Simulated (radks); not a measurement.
Problem. These are the eigenvalues of the occupied orbitals of an atom or ion with whole-number occupations (hartree). All-electron calculation, scalar-relativistic Kohn-Sham, BLYP, spin-polarised, spherical densities, point nucleus. Program: a radial shooting solver on a logarithmic mesh with Libxc functionals.

orbital  eigenvalue
1s up     -326.1962
1s down   -326.1960
2s up     -39.89216
2s down   -39.87035
2p up     -34.55060
2p down   -34.53409
3s up      -5.05043
3s down    -5.00714
3p up      -3.48510
3p down    -3.44282
3d up      -0.98892
3d down    -0.95042
6s up      -0.11962

Which element is it, and in what charge state? The configuration may be excited. Open shells, if any, are filled with parallel spins first.

Solution. Z = 29, copper, charge +1: Cu+ in [Ar] 3d9 6s1. The list shows which subshells hold electrons but not how many an open one holds; the 1s level, -326.2 hartree, gives Z - s = 25.5 by -(Z - s)^2/2, which with screening and relativity narrows Z to a few neighbours, and the depths of the outer levels then fix element, charge and occupations together.
